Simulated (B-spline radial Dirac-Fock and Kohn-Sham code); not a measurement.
## Core-level shifts of palladium with charge state

Method: Dirac-Fock (average of configuration) total-energy differences with a finite nucleus, the Breit interaction including its frequency dependence, and self-energy and vacuum-polarisation corrections. Computed with a radial B-spline solver. Each ion is free and in its tabulated ground configuration. Correlation energy is missing from these numbers.

Reference: Pd⁷⁺, [Kr] 4d3, with K 24488.8 eV, L2 3471.7 eV, L3 3314.6 eV, M2 699.8 eV, N1 218.9 eV, Lβ1 (L2-M4) 2994.6 eV. Shifts from it, in eV (a dash: the subshell is empty, belongs to an open shell averaged over j, or its hole state is left out as unreliable):

```
  ion      configuration       K      L2     L3      M2     N1    Lβ1
 Pd⁸⁺           [Kr] 4d2   +25.3   +25.6  +25.6   +24.5  +21.1  +1.08
 Pd⁹⁺           [Kr] 4d1       ?       ?      ?       ?      ?      ?
Pd¹⁰⁺  [Ar] 3d10 4s2 4p6   +80.1   +80.8  +80.7   +77.0  +65.4  +3.83
Pd¹¹⁺  [Ar] 3d10 4s2 4p5  +113.0  +112.3      –  +106.5  +88.0  +5.67
```

Problem. Give the missing shifts for Pd⁹⁺.

Solution. K +52.0, L2 +52.5, L3 +52.5, M2 +50.2, N1 +42.9, Lβ1 +2.36 (eV).

Over this range K (1s) moves by +113.0 eV and Lβ1 by +5.7 eV: a line is a difference of two levels that shift in the same direction.
